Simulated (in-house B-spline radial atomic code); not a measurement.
## Ionising Sr³⁺ with different functionals

Computed with a B-spline radial code for spherical atoms: four-component Dirac-Coulomb Hamiltonian, Fermi nucleus of rms radius 4.224 fm, spin-restricted, spherical fractional occupations for the functionals, and exact exchange of hybrids averaged over the configuration. The ionisation energy is the difference of two self-consistent energies, [Ar] 3d10 4s2 4p5 → [Ar] 3d10 4s2 4p4, without Breit or QED terms; ε is the level of the shell that loses the electron (mean over j). The electron is taken from both j subshells in proportion to 2j + 1, so the result is a j average, not the step between ground levels.

```tsv
method	rung	ΔSCF (eV)	-ε(4p) (eV)
BHandHLYP	global hybrid	57.22	53.98
B97-1	global hybrid	57.32	51.81
wB97X	range-separated hybrid	57.18	54.67
LC-wPBE	range-separated hybrid	57.43	55.19
```

Among the functionals, which spreads more, the ΔSCF values or the orbital energies?

The orbital energies: ΔSCF values span about 0.25 eV and the orbital energies 3.38 eV; here energy differences depend much less on the functional than eigenvalues do.

How do they compare with the NIST value?

NIST lists 56.280 eV ± 0.003 (semi-empirical, ground level to ground level). Errors run from +0.90 to +1.15 eV. The correlated functionals all miss on the same side by more than they spread, so the cause is common to them (Breit-QED terms, spin polarisation, the choice among j levels, multiplet and fine-structure energies, or a listed next ion that isn't the cheapest removal here) and closeness doesn't rank the functionals.
